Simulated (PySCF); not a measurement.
A PySCF script (with the pyscf-properties extension) for the NMR shieldings of `C#CCBC1CC1`, C$_{6}$H$_{9}$B, on a GFN2-xTB geometry:

```python
import basis_set_exchange as bse
import numpy as np
from pyscf import gto, dft
from pyscf.prop import nmr

atoms = """
C     2.791947    1.262049    0.756834
C     2.323798    0.374827    0.103743
C     1.745338   -0.679780   -0.700777
B     0.162475   -0.733345   -0.739523
C    -0.696175    0.054623    0.265174
C    -1.996704    0.702806   -0.192884
C    -2.055064   -0.474585    0.699871
H     3.208545    2.034953    1.330499
H     2.100617   -1.641898   -0.310773
H     2.154942   -0.604574   -1.713384
H    -0.347993   -1.415339   -1.547113
H    -0.179981    0.621942    1.033251
H    -2.225805    1.677656    0.210290
H    -2.282110    0.580361   -1.226477
H    -2.331276   -0.333739    1.734027
H    -2.380151   -1.417011    0.285832
"""
names = dict.fromkeys(["C", "B", "H"], "pcSseg-1")
basis = {el: gto.basis.parse(bse.get_basis(n, elements=[el], fmt="nwchem")) for el, n in names.items()}
mol = gto.M(atom=atoms, basis=basis, charge=0, verbose=0)
mf = dft.RKS(mol, xc="PBE0")
mf.grids.level = 2
mf.grids.alignment = dft.numint.BLKSIZE   # the property module wants whole blocks of grid points
mf.conv_tol = 1e-9
mf.kernel()

calc = nmr.RKS(mf)   # GIAO
C = mf.mo_coeff
Co = C[:, mf.mo_occ > 0]
resp = mf.gen_response(singlet=True, hermi=2)
def vind(x):   # induced exchange potential for any number of trial vectors
    d = np.einsum("pi,xij,qj->xpq", C, 2 * x.reshape(-1, C.shape[1], Co.shape[1]), Co, optimize=True)
    return np.einsum("xpq,pi,qj->xij", resp(d - d.transpose(0, 2, 1)), C, Co, optimize=True).ravel()
mo1, _ = nmr.rhf.solve_mo1(calc, with_cphf=vind)
sigma = calc.kernel(mo1)
for i, s in enumerate(sigma):   # ppm
    print("%2d %-2s %9.2f" % (i, mol.atom_pure_symbol(i), np.trace(s) / 3))
```

Task: What are the results?

Result: 
```
 0 C     112.74
 1 C      98.39
 2 C     166.77
 3 B      16.50
 4 C     170.37
 5 C     175.37
 6 C     174.48
 7 H      30.29
 8 H      29.46
 9 H      28.97
10 H      25.12
11 H      30.05
12 H      30.52
13 H      30.77
14 H      30.57
15 H      30.73
```

These numbers come from an equivalent density-fitted implementation of the same equations, which agrees with the script to about 0.01 ppm for H and up to a few tenths of a ppm for heavy atoms, so last digits may differ.

Size and cost of the density-fitted run: 164 basis functions, 68 s wall time on 1 thread of an Intel Xeon, shared host; peak memory 0.74 GiB.
